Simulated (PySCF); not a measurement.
C5H7F3S.
Numbering: `[F:1][C:2]([F:3])([F:4])[C@H:5]1[CH2:6][CH2:7][CH2:8][S:9]1`

Cartesian coordinates in Å at the GFN2-xTB level; atoms count from 1:
```xyz
16
C5H7F3S angstrom
F      1.4382   -1.1793    1.4197
C      1.9141   -0.2670    0.5648
F      2.5991   -0.9562   -0.3710
F      2.8193    0.4561    1.2321
C      0.8401    0.5993   -0.0792
C     -0.1958   -0.2282   -0.8386
C     -1.2842   -0.6122    0.1601
C     -1.6399    0.6603    0.9085
S     -0.0597    1.5321    1.2170
H      1.3659    1.3101   -0.7207
H     -0.6232    0.3866   -1.6325
H      0.2686   -1.1049   -1.2912
H     -0.9086   -1.3628    0.8560
H     -2.1591   -1.0184   -0.3476
H     -2.2685    1.3194    0.3099
H     -2.1140    0.4740    1.8686
```

Definitions: NICS(0) = −σiso at the ring centroid; NICS(1) = −σiso and NICS(1)zz = −σzz at ±1 Å along the ring normal z. Level: GIAO PBE0/pcSseg-1 (PySCF, non-relativistic, gas phase) on the GFN2-xTB geometry, one conformer.

Ring bond lengths (Å), with Mayer bond orders in brackets: C5–C6 1.528 (0.99), C6–C7 1.526 (1.01), C7–C8 1.518 (1.02), C8–S9 1.831 (0.98), S9–C5 1.833 (1.03).

Task: What do the NICS probes read (ppm)?

Result: 
```csv
ring,type,NICS(0),"NICS(1), two faces","NICS(1)zz, two faces",rms pucker (Å),"centre to ring atoms, mean (Å)"
C5–C6–C7–C8–S9,5-membered ring with S; formal bonds all single,-9.2,-4.7 / -5.0,-6.1 / -6.2,0.19,1.37
```

Task: What can be read from them?

Result: 
- C5–C6–C7–C8–S9: mean NICS(1)zz -6.1 ppm, shielded. C5, C6, C7, C8 have four or more neighbours, and the NICS criterion for π rings isn't applied. A hydrogen on C7, outside the ring, lies only 1.37 Å from a NICS(1) probe, which then mostly feels that atom.

Task: List the ring angles and the Hirshfeld charges of the ring atoms.

Result: 
- C5–C6–C7–C8–S9: C5 107.1° (-0.056 e), C6 107.1° (-0.072 e), C7 106.2° (-0.073 e), C8 106.3° (-0.070 e), S9 93.6° (-0.014 e); sum 520.2° against 540° for a flat convex ring.

On an Arm Neoverse V1 with one thread, no GPU, shared host, this took 32 s and 0.85 GiB of memory at its peak. This is the whole shielding run at PBE0/pcSseg-1, SCF included.
